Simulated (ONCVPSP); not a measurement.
## Transferability test, ONCV potential for vanadium

* Element: vanadium
* Generator: ONCVPSP 4.0.1
* Type: optimised norm-conserving Vanderbilt (ONCV)
* Functional: PW91
* Relativity: scalar-relativistic
* Frozen core: [Ar]
* Valence charge: 5
* Reference configuration: 3d3 4s1 4p1
* Partial waves: 4s: rc 3.00 bohr, ncon 3, nbas 7, qcut 1.7 1/bohr, 1 projector; 4p: rc 3.00 bohr, ncon 4, nbas 7, qcut 2.2 1/bohr, 2 projectors, debl 0.3 Ha; 3d: rc 1.70 bohr, ncon 3, nbas 7, qcut 8.6 1/bohr, 1 projector
* Local potential: polynomial inside 1.70 bohr (lpopt 5, dvloc0 1 Ha)
* Core correction: Teter function, fcfact 2.5, rcfact 1.4

Energies are relative to the spin-unpolarised reference configuration 3d3 4s1 4p1; without spin polarisation the order of configurations can differ from experiment. Not all tests gave a result: 1 of 4 tests not solved or not reliable.

```json
{"valence configuration": "3d3 4s2 4p0", "charge": "0", "ΔE all-electron (eV)": "-3.363", "error AE − PS (meV)": "-3.4"}
{"valence configuration": "3d3 4s1 4p0", "charge": "+1", "ΔE all-electron (eV)": "4.423", "error AE − PS (meV)": "+4.8"}
{"valence configuration": "3d3 4s0 4p0", "charge": "+2", "ΔE all-electron (eV)": "18.746", "error AE − PS (meV)": "-30"}
```

Levels in the configuration 3d3 4s0 4p0:

| level | all-electron (eV) | pseudo (eV) |
| --- | --- | --- |
| 3d | -21.400 | -21.493 |

Note: ghosts flagged at negative energy: s at -2.74 eV; no localised positive-energy state flagged. A true bound ghost makes a file unfit for plane-wave use.
